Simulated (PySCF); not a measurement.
Electron correlation in I (iodine, neutral)

[Kr] 4d10 5s2 5p5, 2P determinant. Computed with PySCF 2.14 in def2-QZVPPD with the def2 core potential (28 electrons), with scalar relativity through the core potential. Frozen: nothing; 25 electrons correlated.

MP2 pair energies summed by pair of shells (mhartree):

| pair | energy | share (%) |
| --- | --- | --- |
| 4d-4d | -355.90 | 44.3 |
| 4d-5p | -100.72 | 12.5 |
| 5p-5p | -78.76 | 9.8 |
| 4p-4d | -76.53 | 9.5 |
| 4d-5s | -48.59 | 6.0 |
| 5s-5p | -44.13 | 5.5 |
| 4p-4p | -36.03 | 4.5 |
| 4s-4d | -22.47 | 2.8 |
| 4p-5p | -10.26 | 1.3 |
| 4s-4p | -9.89 | 1.2 |
| 5s-5s | -7.62 | 0.9 |
| 4p-5s | -7.47 | 0.9 |
| 4s-4s | -3.22 | 0.4 |
| 4s-5p | -1.14 | 0.1 |
| 4s-5s | -0.96 | 0.1 |

Total MP2 correlation energy: -803.69 mhartree.

Same-spin part -278.79 and opposite-spin part -524.91 mhartree; SCS-MP2 scales them by 1/3 and 6/5 to -722.82 mhartree.

The basis has no tight functions for the innermost shells, so their pair energies are far from complete.

This basis was not built for core-valence correlation, so the inner-shell part is incomplete.
